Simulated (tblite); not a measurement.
C₆H₉NOSi.
Structure used (GFN2-xTB), in Å, numbered top down from 1:
```
atom  x, y, z in Å
N1    -2.9806   -0.4510   -0.5626
Si2   -2.4350    0.7103    0.5913
O3    -0.9137    1.1637    0.2379
C4     0.2566    0.5089    0.1068
C5     0.3569   -0.8738    0.2042
C6     1.5860   -1.4905    0.0593
C7     2.7235   -0.7404   -0.1863
C8     2.6257    0.6376   -0.2839
C9     1.4021    1.2629   -0.1377
H10   -2.7353   -0.3158   -1.5315
H11   -3.9234   -0.7964   -0.4953
H12   -2.5470    0.0275    1.8795
H13   -3.0420    2.0377    0.5682
H14   -0.5367   -1.4490    0.3899
H15    1.6534   -2.5659    0.1380
H16    3.6806   -1.2261   -0.3025
H17    3.5080    1.2305   -0.4757
H18    1.3121    2.3361   -0.2112
```

Method: GFN2-xTB as coded in tblite; computed harmonic values from a numerical Hessian at the method's own geometry, unscaled. Against measured fundamentals such values can be off by several per cent, at times by over 20. Modes of hydrogen on silicon can be 10 to 20 % off. One conformer, not necessarily the lowest.

Harmonic wavenumbers (cm⁻¹): 36.6, 63.3, 119.7, 194.8, 235.4, 261.9, 364.5, 377.9, 474.0, 484.1, 542.4, 567.8, 587.5, 622.3, 657.7, 712.9, 745.9, 763.4, 795.2, 839.4, 870.8, 883.5, 888.5, 923.7, 926.4, 945.0, 1005.6, 1078.5, 1111.9, 1179.2, 1184.4, 1272.2, 1281.9, 1320.3, 1440.0, 1474.7, 1523.1, 1584.6, 1601.1, 2246.5, 2286.3, 3074.6, 3077.9, 3091.6, 3098.0, 3103.9, 3467.5, 3516.5.

A = 3601, B = 803.7, C = 693.9 MHz; mass 139.045 u (most abundant isotopes); point group C1, symmetry number 1.

Task: Zero-point energy?

Result: Half the sum of the wavenumbers: 29452 cm⁻¹ = 84.21 kcal/mol.

Task: Entropy at 200 K, 1 bar (ideal gas, RRHO, classical rotation)?

Result: Translation 38.74, rotation 28.27, vibration 17.03: S = 84.0 cal/(mol K).

Task: And Cp and H(200 K) − H(0)?

Result: Cp = 27.26 cal/(mol K), of which vibrations give 19.31 (their classical limit is 48 R = 95.4); H(200 K) − H(0) = 3.41 kcal/mol without the zero-point energy, 1.82 from vibrations.

Task: How do the functions run with temperature in this model?

Result: 
```csv
T (K),S (cal/(mol K)),Cp (cal/(mol K)),H − H(0) (kcal/mol),G − H(0) (kcal/mol),ln q(vib)
50,59.4,12.5,0.50,-2.47,0.64
100,69.4,16.8,1.23,-5.70,1.74
298.15,97.1,38.7,6.66,-22.29,6.30
373.15,106.7,46.7,9.87,-29.93,8.15
500,121.9,57.6,16.51,-44.44,11.34
750,148.2,71.6,32.82,-78.30,17.53
1000,170.0,80.3,51.89,-118.16,23.30
```

q(vib) and H(0) count from the zero-point level.

Task: Which modes carry the vibrational entropy at 200 K?

Result: 36.6 cm⁻¹: 4.64; 63.3 cm⁻¹: 3.57; 119.7 cm⁻¹: 2.34; 194.8 cm⁻¹: 1.47; 235.4 cm⁻¹: 1.16; 261.9 cm⁻¹: 1.00 cal/(mol K); the other 42 give 2.85 together.

Task: Blend soft modes into free rotors: weight 1/[1 + (100 cm⁻¹/ν̃)⁴] for the oscillator and the rest for a rotor with moment μB/(μ + B), μ = h/(8π²ν), B = 10⁻⁴⁴ kg m². What vibrational entropy results?

Result: 15.34 cal/(mol K) in place of 17.03, which changes −T·S at 200 K by +0.34 kcal/mol.

Hindered rotation and anharmonicity are outside this model. Other conformers, if any are populated, would add a mixing term that is left out. The structure is chiral; the term R ln 2 for an equal mix with its mirror image is left out.
